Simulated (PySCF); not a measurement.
**Radial density of Pd⁺ (palladium, charge +1)**

MN15, [Kr] 4d8 5s1, high-spin 4F determinant (an excited configuration). All numbers are calculated (PySCF 2.14, scalar relativity by spin-free X2C-1e, in aug-cc-pVTZ-DK (9s8p6d3f2g, 102 functions)).

```json
{"r (bohr)": "0.0257", "4πr²ρ (e/bohr)": "57.96", "4πr²(ρα − ρβ)": "0.0023"}
{"r (bohr)": "0.0431", "4πr²ρ (e/bohr)": "49.89", "4πr²(ρα − ρβ)": "-0.0029"}
{"r (bohr)": "0.0726", "4πr²ρ (e/bohr)": "64.93", "4πr²(ρα − ρβ)": "0.0302"}
{"r (bohr)": "0.122", "4πr²ρ (e/bohr)": "68.49", "4πr²(ρα − ρβ)": "0.1591"}
{"r (bohr)": "0.205", "4πr²ρ (e/bohr)": "48.90", "4πr²(ρα − ρβ)": "0.3897"}
{"r (bohr)": "0.345", "4πr²ρ (e/bohr)": "55.27", "4πr²(ρα − ρβ)": "0.1761"}
{"r (bohr)": "0.581", "4πr²ρ (e/bohr)": "17.88", "4πr²(ρα − ρβ)": "0.3085"}
{"r (bohr)": "0.977", "4πr²ρ (e/bohr)": "16.80", "4πr²(ρα − ρβ)": "1.6140"}
{"r (bohr)": "1.64", "4πr²ρ (e/bohr)": "5.707", "4πr²(ρα − ρβ)": "1.2153"}
{"r (bohr)": "2.76", "4πr²ρ (e/bohr)": "1.024", "4πr²(ρα − ρβ)": "0.5550"}
{"r (bohr)": "4.65", "4πr²ρ (e/bohr)": "0.07550", "4πr²(ρα − ρβ)": "0.0683"}
{"r (bohr)": "7.82", "4πr²ρ (e/bohr)": "0.0005454", "4πr²(ρα − ρβ)": "0.0005"}
```

Densities and radii are taken from the X2C orbitals without a picture-change correction, which distorts them close to the nucleus.

(1) Where is the radial spin density 4πr²(ρα − ρβ) most negative, and why is it negative at all?

## Answers

(1) Around r = 0.0431 bohr, down to -0.0029 e/bohr: exchange with the open shell polarises the paired shells in an unrestricted calculation.
